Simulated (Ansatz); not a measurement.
Stepwise reaction of `C[O][SnH]([Cl])[O]C` with water, as a gas-phase model of exchange steps in deposition or etching. ΔE in kJ/mol.

Isolated molecules relaxed with PBE0-D4/def2-TZVP in Ansatz; ΔE leaves out vibrations. CCSD(T)/CBS is the MP2 limit (def2-TZVPP, def2-QZVPP) plus CCSD(T) − MP2 in def2-TZVPP, frozen cores. This one scheme is used for every species. Functionals use def2-TZVPP. B3LYP here is the variant with VWN-RPA as its local correlation; programs differ in this. Elements past krypton have def2 core potentials. For Sn outer-core shells are correlated without core-valence functions, which leaves a few kJ/mol of doubt a bond. One conformer a species, not always the lowest.

```json
{"step": "2", "reaction": "`C[O][SnH]([OH])[Cl]` + H₂O → `[OH][SnH]([OH])[Cl]` + CH₃OH", "PBE-D4": "-3.5", "B3LYP-D4": "-2.2", "ωB97M-V": "-4.2", "CCSD(T)/CBS": "1.4"}
```

(1) Give the row of step 1, `C[O][SnH]([Cl])[O]C` + H₂O → `C[O][SnH]([OH])[Cl]` + CH₃OH. (Best estimate.)

(2) By hand: ΔE of the 2 steps together at CCSD(T)/CBS.

## Answers

(1) Ansatz gave: 
```
step                                                     reaction  PBE-D4  B3LYP-D4  ωB97M-V  CCSD(T)/CBS
   1  `C[O][SnH]([Cl])[O]C` + H₂O → `C[O][SnH]([OH])[Cl]` + CH₃OH    -1.2       0.2     -1.9          3.6
```

(2) (3.6) + (1.4) = 5.0 kJ/mol, or 2.5 kJ/mol a step.

In ΔE the steps differ by no more than 2.2 kJ/mol. PBE-D4 differs from CCSD(T)/CBS by -4.9 to -4.8 kJ/mol a step. Isolated molecules leave out the surface, adducts and barriers. Largest T1 diagnostic: 0.013.
